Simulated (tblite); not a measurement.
Species: H₉NPSi₂ (charge +1).
Bonds: Si1–N2, N2–Si3, Si3–P4. Hydrogens: H5, H6, H7 on Si1; H8 on N2; H9, H10 on Si3; H11, H12, H13 on P4.

Computed with GFN2-xTB (tblite), gas phase: Langevin dynamics at 600 K from the optimised GFN2-xTB geometry, time step 0.5 fs, friction 0.01 fs⁻¹, 2000 steps. The instantaneous temperature is 2·E(kin)/(3Nk) with all 3N coordinates.

```json
{"t (fs)": "0", "T (K)": "500", "E(pot) above start (eV)": "0.000", "Si1–N2 (Å)": "1.788", "N2–Si3 (Å)": "1.698", "Si3–P4 (Å)": "2.384", "Si1–H5 (Å)": "1.457", "Si1–N2–Si3–P4 (°)": "51"}
{"t (fs)": "25", "T (K)": "397", "E(pot) above start (eV)": "0.608", "Si1–N2 (Å)": "1.781", "N2–Si3 (Å)": "1.718", "Si3–P4 (Å)": "2.400", "Si1–H5 (Å)": "1.406", "Si1–N2–Si3–P4 (°)": "47"}
{"t (fs)": "50", "T (K)": "366", "E(pot) above start (eV)": "0.554", "Si1–N2 (Å)": "1.837", "N2–Si3 (Å)": "1.739", "Si3–P4 (Å)": "2.447", "Si1–H5 (Å)": "1.502", "Si1–N2–Si3–P4 (°)": "35"}
{"t (fs)": "75", "T (K)": "493", "E(pot) above start (eV)": "0.650", "Si1–N2 (Å)": "1.703", "N2–Si3 (Å)": "1.749", "Si3–P4 (Å)": "2.543", "Si1–H5 (Å)": "1.479", "Si1–N2–Si3–P4 (°)": "38"}
{"t (fs)": "100", "T (K)": "306", "E(pot) above start (eV)": "0.697", "Si1–N2 (Å)": "1.875", "N2–Si3 (Å)": "1.725", "Si3–P4 (Å)": "2.542", "Si1–H5 (Å)": "1.352", "Si1–N2–Si3–P4 (°)": "47"}
{"t (fs)": "125", "T (K)": "556", "E(pot) above start (eV)": "0.614", "Si1–N2 (Å)": "1.814", "N2–Si3 (Å)": "1.693", "Si3–P4 (Å)": "2.515", "Si1–H5 (Å)": "1.567", "Si1–N2–Si3–P4 (°)": "43"}
{"t (fs)": "150", "T (K)": "540", "E(pot) above start (eV)": "0.593", "Si1–N2 (Å)": "1.830", "N2–Si3 (Å)": "1.641", "Si3–P4 (Å)": "2.521", "Si1–H5 (Å)": "1.531", "Si1–N2–Si3–P4 (°)": "59"}
{"t (fs)": "175", "T (K)": "630", "E(pot) above start (eV)": "0.669", "Si1–N2 (Å)": "1.826", "N2–Si3 (Å)": "1.693", "Si3–P4 (Å)": "2.454", "Si1–H5 (Å)": "1.357", "Si1–N2–Si3–P4 (°)": "65"}
{"t (fs)": "200", "T (K)": "593", "E(pot) above start (eV)": "0.848", "Si1–N2 (Å)": "1.808", "N2–Si3 (Å)": "1.698", "Si3–P4 (Å)": "2.429", "Si1–H5 (Å)": "1.648", "Si1–N2–Si3–P4 (°)": "75"}
{"t (fs)": "225", "T (K)": "539", "E(pot) above start (eV)": "1.034", "Si1–N2 (Å)": "1.838", "N2–Si3 (Å)": "1.757", "Si3–P4 (Å)": "2.416", "Si1–H5 (Å)": "1.417", "Si1–N2–Si3–P4 (°)": "84"}
{"t (fs)": "250", "T (K)": "570", "E(pot) above start (eV)": "1.017", "Si1–N2 (Å)": "1.834", "N2–Si3 (Å)": "1.629", "Si3–P4 (Å)": "2.345", "Si1–H5 (Å)": "1.483", "Si1–N2–Si3–P4 (°)": "72"}
{"t (fs)": "275", "T (K)": "574", "E(pot) above start (eV)": "0.811", "Si1–N2 (Å)": "1.781", "N2–Si3 (Å)": "1.734", "Si3–P4 (Å)": "2.441", "Si1–H5 (Å)": "1.563", "Si1–N2–Si3–P4 (°)": "72"}
{"t (fs)": "300", "T (K)": "491", "E(pot) above start (eV)": "0.983", "Si1–N2 (Å)": "1.887", "N2–Si3 (Å)": "1.821", "Si3–P4 (Å)": "2.463", "Si1–H5 (Å)": "1.501", "Si1–N2–Si3–P4 (°)": "63"}
{"t (fs)": "325", "T (K)": "617", "E(pot) above start (eV)": "0.769", "Si1–N2 (Å)": "1.798", "N2–Si3 (Å)": "1.624", "Si3–P4 (Å)": "2.530", "Si1–H5 (Å)": "1.412", "Si1–N2–Si3–P4 (°)": "50"}
{"t (fs)": "350", "T (K)": "612", "E(pot) above start (eV)": "0.786", "Si1–N2 (Å)": "1.945", "N2–Si3 (Å)": "1.686", "Si3–P4 (Å)": "2.519", "Si1–H5 (Å)": "1.490", "Si1–N2–Si3–P4 (°)": "31"}
{"t (fs)": "375", "T (K)": "643", "E(pot) above start (eV)": "0.775", "Si1–N2 (Å)": "1.842", "N2–Si3 (Å)": "1.691", "Si3–P4 (Å)": "2.584", "Si1–H5 (Å)": "1.445", "Si1–N2–Si3–P4 (°)": "24"}
{"t (fs)": "400", "T (K)": "469", "E(pot) above start (eV)": "0.753", "Si1–N2 (Å)": "1.823", "N2–Si3 (Å)": "1.680", "Si3–P4 (Å)": "2.678", "Si1–H5 (Å)": "1.431", "Si1–N2–Si3–P4 (°)": "33"}
{"t (fs)": "425", "T (K)": "651", "E(pot) above start (eV)": "0.612", "Si1–N2 (Å)": "1.828", "N2–Si3 (Å)": "1.646", "Si3–P4 (Å)": "2.767", "Si1–H5 (Å)": "1.483", "Si1–N2–Si3–P4 (°)": "42"}
{"t (fs)": "450", "T (K)": "478", "E(pot) above start (eV)": "0.780", "Si1–N2 (Å)": "1.809", "N2–Si3 (Å)": "1.700", "Si3–P4 (Å)": "2.742", "Si1–H5 (Å)": "1.500", "Si1–N2–Si3–P4 (°)": "48"}
{"t (fs)": "475", "T (K)": "475", "E(pot) above start (eV)": "0.925", "Si1–N2 (Å)": "1.857", "N2–Si3 (Å)": "1.739", "Si3–P4 (Å)": "2.722", "Si1–H5 (Å)": "1.385", "Si1–N2–Si3–P4 (°)": "48"}
{"t (fs)": "500", "T (K)": "507", "E(pot) above start (eV)": "1.023", "Si1–N2 (Å)": "1.793", "N2–Si3 (Å)": "1.663", "Si3–P4 (Å)": "2.726", "Si1–H5 (Å)": "1.553", "Si1–N2–Si3–P4 (°)": "51"}
{"t (fs)": "525", "T (K)": "388", "E(pot) above start (eV)": "0.708", "Si1–N2 (Å)": "1.853", "N2–Si3 (Å)": "1.679", "Si3–P4 (Å)": "2.659", "Si1–H5 (Å)": "1.482", "Si1–N2–Si3–P4 (°)": "48"}
{"t (fs)": "550", "T (K)": "507", "E(pot) above start (eV)": "0.703", "Si1–N2 (Å)": "1.768", "N2–Si3 (Å)": "1.728", "Si3–P4 (Å)": "2.612", "Si1–H5 (Å)": "1.386", "Si1–N2–Si3–P4 (°)": "54"}
{"t (fs)": "575", "T (K)": "584", "E(pot) above start (eV)": "0.734", "Si1–N2 (Å)": "1.799", "N2–Si3 (Å)": "1.711", "Si3–P4 (Å)": "2.602", "Si1–H5 (Å)": "1.496", "Si1–N2–Si3–P4 (°)": "55"}
{"t (fs)": "600", "T (K)": "386", "E(pot) above start (eV)": "1.007", "Si1–N2 (Å)": "1.798", "N2–Si3 (Å)": "1.665", "Si3–P4 (Å)": "2.535", "Si1–H5 (Å)": "1.497", "Si1–N2–Si3–P4 (°)": "68"}
{"t (fs)": "625", "T (K)": "442", "E(pot) above start (eV)": "0.752", "Si1–N2 (Å)": "1.851", "N2–Si3 (Å)": "1.682", "Si3–P4 (Å)": "2.503", "Si1–H5 (Å)": "1.436", "Si1–N2–Si3–P4 (°)": "71"}
{"t (fs)": "650", "T (K)": "578", "E(pot) above start (eV)": "0.940", "Si1–N2 (Å)": "1.814", "N2–Si3 (Å)": "1.728", "Si3–P4 (Å)": "2.577", "Si1–H5 (Å)": "1.488", "Si1–N2–Si3–P4 (°)": "77"}
{"t (fs)": "675", "T (K)": "566", "E(pot) above start (eV)": "1.050", "Si1–N2 (Å)": "1.774", "N2–Si3 (Å)": "1.656", "Si3–P4 (Å)": "2.683", "Si1–H5 (Å)": "1.431", "Si1–N2–Si3–P4 (°)": "88"}
{"t (fs)": "700", "T (K)": "596", "E(pot) above start (eV)": "0.935", "Si1–N2 (Å)": "1.923", "N2–Si3 (Å)": "1.696", "Si3–P4 (Å)": "2.896", "Si1–H5 (Å)": "1.469", "Si1–N2–Si3–P4 (°)": "108"}
{"t (fs)": "725", "T (K)": "742", "E(pot) above start (eV)": "1.215", "Si1–N2 (Å)": "2.023", "N2–Si3 (Å)": "1.687", "Si3–P4 (Å)": "2.980", "Si1–H5 (Å)": "1.485", "Si1–N2–Si3–P4 (°)": "137"}
{"t (fs)": "750", "T (K)": "730", "E(pot) above start (eV)": "1.153", "Si1–N2 (Å)": "1.746", "N2–Si3 (Å)": "1.621", "Si3–P4 (Å)": "2.886", "Si1–H5 (Å)": "1.449", "Si1–N2–Si3–P4 (°)": "134"}
{"t (fs)": "775", "T (K)": "826", "E(pot) above start (eV)": "1.143", "Si1–N2 (Å)": "1.975", "N2–Si3 (Å)": "1.717", "Si3–P4 (Å)": "2.756", "Si1–H5 (Å)": "1.433", "Si1–N2–Si3–P4 (°)": "144"}
{"t (fs)": "800", "T (K)": "1002", "E(pot) above start (eV)": "1.116", "Si1–N2 (Å)": "1.936", "N2–Si3 (Å)": "1.689", "Si3–P4 (Å)": "2.594", "Si1–H5 (Å)": "1.460", "Si1–N2–Si3–P4 (°)": "154"}
{"t (fs)": "825", "T (K)": "695", "E(pot) above start (eV)": "1.411", "Si1–N2 (Å)": "1.775", "N2–Si3 (Å)": "1.664", "Si3–P4 (Å)": "2.470", "Si1–H5 (Å)": "1.540", "Si1–N2–Si3–P4 (°)": "161"}
{"t (fs)": "850", "T (K)": "802", "E(pot) above start (eV)": "1.323", "Si1–N2 (Å)": "1.903", "N2–Si3 (Å)": "1.704", "Si3–P4 (Å)": "2.260", "Si1–H5 (Å)": "1.495", "Si1–N2–Si3–P4 (°)": "159"}
{"t (fs)": "875", "T (K)": "606", "E(pot) above start (eV)": "1.234", "Si1–N2 (Å)": "1.794", "N2–Si3 (Å)": "1.704", "Si3–P4 (Å)": "2.458", "Si1–H5 (Å)": "1.431", "Si1–N2–Si3–P4 (°)": "163"}
{"t (fs)": "900", "T (K)": "708", "E(pot) above start (eV)": "0.946", "Si1–N2 (Å)": "1.827", "N2–Si3 (Å)": "1.714", "Si3–P4 (Å)": "2.764", "Si1–H5 (Å)": "1.386", "Si1–N2–Si3–P4 (°)": "175"}
{"t (fs)": "925", "T (K)": "697", "E(pot) above start (eV)": "0.977", "Si1–N2 (Å)": "1.735", "N2–Si3 (Å)": "1.720", "Si3–P4 (Å)": "2.871", "Si1–H5 (Å)": "1.610", "Si1–N2–Si3–P4 (°)": "-173"}
{"t (fs)": "950", "T (K)": "734", "E(pot) above start (eV)": "0.771", "Si1–N2 (Å)": "1.937", "N2–Si3 (Å)": "1.700", "Si3–P4 (Å)": "2.843", "Si1–H5 (Å)": "1.507", "Si1–N2–Si3–P4 (°)": "-160"}
{"t (fs)": "975", "T (K)": "689", "E(pot) above start (eV)": "0.973", "Si1–N2 (Å)": "1.766", "N2–Si3 (Å)": "1.683", "Si3–P4 (Å)": "2.739", "Si1–H5 (Å)": "1.395", "Si1–N2–Si3–P4 (°)": "-139"}
{"t (fs)": "1000", "T (K)": "831", "E(pot) above start (eV)": "1.004", "Si1–N2 (Å)": "1.886", "N2–Si3 (Å)": "1.741", "Si3–P4 (Å)": "2.604", "Si1–H5 (Å)": "1.613", "Si1–N2–Si3–P4 (°)": "-129"}
```

Problem. From 500 fs on, how do temperature and potential energy compare with equipartition?

Solution. The mean temperature of these 21 frames is 648 K against the target 600 K, and the mean potential energy 1.01 eV against 33 × kT/2 = 0.85 eV for 33 classical harmonic modes. For 13 atoms in a canonical ensemble the temperature itself scatters by T·√(2/(3N)) = 136 K; here its standard deviation is 152 K. The whole run lasts only 10 friction times of 100 fs, so these averages carry a wide statistical error.

Problem. What are the kinetic and total energies of the listed frame with the highest potential energy?

Solution. The one at 825 fs, 1.411 eV above the start. Its kinetic energy is 3NkT/2 = 1.168 eV at 695 K, so the sum is 2.58 eV; over the listed frames the sum runs from 0.84 to 2.80 eV, since the thermostat adds and removes energy.

Problem. How much do the listed bonds fluctuate from 500 fs on?

Solution. 
```tsv
bond	at the start (Å)	mean (Å)	standard deviation (Å)
Si1–N2	1.788	1.842	0.079
N2–Si3	1.698	1.693	0.028
Si3–P4	2.384	2.668	0.171
Si1–H5	1.457	1.478	0.062
```

The motion is classical and holds no zero-point motion.

The cost below is that of the whole dynamics run. Hardware: an AMD EPYC 7B13 with one thread (shared host). Cost: 14 s wall, 0.18 GiB resident at most.
